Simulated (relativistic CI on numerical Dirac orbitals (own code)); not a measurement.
# Electric-dipole transitions in Sn11+

Method of calculation: Dirac-Coulomb-Breit CI, KLI orbitals optimised for each configuration, model QED (radiative potential, 1s self-energy scaled to tabulated hydrogen-like ionisation energies), unscaled Slater integrals (own radial code, finite nucleus).

Configuration list (outside the closed core [Ar] 3d10): 4s²4p⁶4d³, 4s²4p⁵4d⁴, 4s²4p⁶4d²4f, 4s²4p⁶4d²5s, 4s4p⁶4d⁴, 4s²4p⁶4d²5p, 4s²4p⁵4d³4f, 4s²4p⁶4d4f5s, 4s²4p⁶4d²5d, 4s²4p⁶4d5s5p, 4s4p⁶4d³4f, 4s²4p⁶4d²6s, 4s²4p⁵4d³5s, 4s²4p⁶4d²5f, 4s²4p⁶4d²6p, 4s²4p⁶4d²5g, 4s²4p⁶4d²6d, 4s²4p⁵4d³5p, 4s²4p⁶4d²7s, 4s²4p⁶4d²6f, 4s²4p⁶4d²7p, 4s4p⁶4d³5s, 4s²4p⁶4d4f², 4s²4p⁶4f³, 4s²4p⁶4f²5s, 4s²4p⁶4f²5p, 4s²4p⁵4d4f³, 4s²4p⁶4d5s², 4s²4p⁶4f5s², 4s²4p⁶5s²5p, 4s²4p⁵4d4f5s², 4s²4p⁶4d5p², 4s²4p⁶4f5p², 4s²4p⁶5s5p², 4s²4p⁶5p³, 4s²4p⁵4d4f5p². Double excitations out of closed p, d and f shells are left out; levels of such configurations are missing from the list, as are those of other unlisted configurations, and high levels can miss mixing partners. These lack a partner that the ground configuration has and come out too high: 4s²4p⁶4d²5d, 4s4p⁶4d³4f, 4s²4p⁶4d²6s, 4s²4p⁵4d³5s, 4s²4p⁶4d²5f.

| λ vac (nm) | Lower | Upper | A (s⁻¹) | E lower (eV) | E upper (eV) |
| --- | --- | --- | --- | --- | --- |
| 12.279 | 4s²4p⁶4d³ ²H11/2 [12] | 4s²4p⁵4d⁴ ²H°11/2 [329] | 9.45e+11 | 5.494 | 106.467 |
| 12.484 | 4s²4p⁶4d³ ²H9/2 [8] | 4s²4p⁵4d⁴ ²G°9/2 [315] | 6.29e+11 | 4.055 | 103.372 |
| 12.513 | 4s²4p⁶4d³ ²G9/2 [13] | 4s²4p⁵4d⁴ ²G°9/2 [323] | 7.96e+11 | 5.851 | 104.937 |
| 12.567 | 4s²4p⁶4d³ ⁴F9/2 [4] | 4s²4p⁵4d⁴ ⁴F°9/2 [299] | 7.57e+11 | 2.005 | 100.662 |
| 12.577 | 4s²4p⁶4d³ ²G7/2 [7] | 4s²4p⁵4d⁴ ²G°7/2 [308] | 7.81e+11 | 3.918 | 102.497 |
| 12.585 | 4s²4p⁶4d³ ²G9/2 [13] | 4s²4p⁶4d²4f ²H°11/2 [320] | 7.89e+11 | 5.851 | 104.368 |
| 12.615 | 4s²4p⁶4d³ ⁴P3/2 [5] | 4s²4p⁵4d⁴ ⁴D°5/2 [300] | 6.60e+11 | 2.963 | 101.246 |
| 12.632 | 4s²4p⁶4d³ ⁴F7/2 [3] | 4s²4p⁵4d⁴ ⁴F°7/2 [294] | 6.83e+11 | 1.371 | 99.519 |
| 12.651 | 4s²4p⁶4d³ ⁴F7/2 [3] | 4s²4p⁶4d²4f ⁴G°9/2 [292] | 8.47e+11 | 1.371 | 99.378 |
| 12.654 | 4s²4p⁶4d³ ⁴F5/2 [2] | 4s²4p⁶4d²4f ⁴G°7/2 [289] | 8.27e+11 | 0.674 | 98.655 |
| 12.656 | 4s²4p⁶4d³ ⁴F7/2 [3] | 4s²4p⁵4d⁴ ⁴D°5/2 [291] | 4.58e+11 | 1.371 | 99.335 |
| 12.661 | 4s²4p⁶4d³ ²H9/2 [8] | 4s²4p⁵4d⁴ ²G°7/2 [306] | 5.18e+11 | 4.055 | 101.982 |
| 12.662 | 4s²4p⁶4d³ ⁴F9/2 [4] | 4s²4p⁵4d⁴ ⁴D°7/2 [296] | 4.17e+11 | 2.005 | 99.921 |
| 12.671 | 4s²4p⁶4d³ ⁴F3/2 [1] | 4s²4p⁶4d²4f ⁴G°5/2 [285] | 9.73e+11 | 0.000 | 97.848 |
| 12.675 | 4s²4p⁶4d³ ²G7/2 [7] | 4s²4p⁶4d²4f ²H°9/2 [303] | 9.28e+11 | 3.918 | 101.732 |
| 12.682 | 4s²4p⁶4d³ ⁴F9/2 [4] | 4s²4p⁶4d²4f ⁴G°11/2 [295] | 8.93e+11 | 2.005 | 99.770 |
| 12.693 | 4s²4p⁶4d³ ²H9/2 [8] | 4s²4p⁶4d²4f ²I°11/2 [304] | 8.33e+11 | 4.055 | 101.735 |
| 12.709 | 4s²4p⁶4d³ ⁴F5/2 [2] | 4s²4p⁵4d⁴ ⁴F°5/2 [286] | 8.45e+11 | 0.674 | 98.232 |
| 12.741 | 4s²4p⁶4d³ ²H11/2 [12] | 4s²4p⁶4d²4f ²I°13/2 [310] | 9.60e+11 | 5.494 | 102.806 |
| 12.759 | 4s²4p⁶4d³ ⁴F3/2 [1] | 4s²4p⁵4d⁴ ⁴F°3/2 [284] | 8.19e+11 | 0.000 | 97.175 |

Terms are leading LS components. Brackets give the number of a level in order of energy, since labels repeat. The list gives strong lines, with weight on those to low levels, without lines whose two gauges differ by over a factor of 2.5, among the lowest 400 of 7696 levels, so that lines to higher ones, which can be the strongest, are missing. Levels whose partners in the same complex of configurations lie outside the list can be far off, and so can their lines. Rates are taken at the computed energies, electric ones in the length gauge.

At this charge energies of transitions that change n are usually good to better than 1 %, and those within a shell (Δn = 0) to a few per cent. Terms inside the open d or f shell come out 10 to 20 % too wide with unscaled integrals.

LS names give the leading component of a level, which can be under half, so a name can repeat, a term be missing and a line seem to break the LS rules.
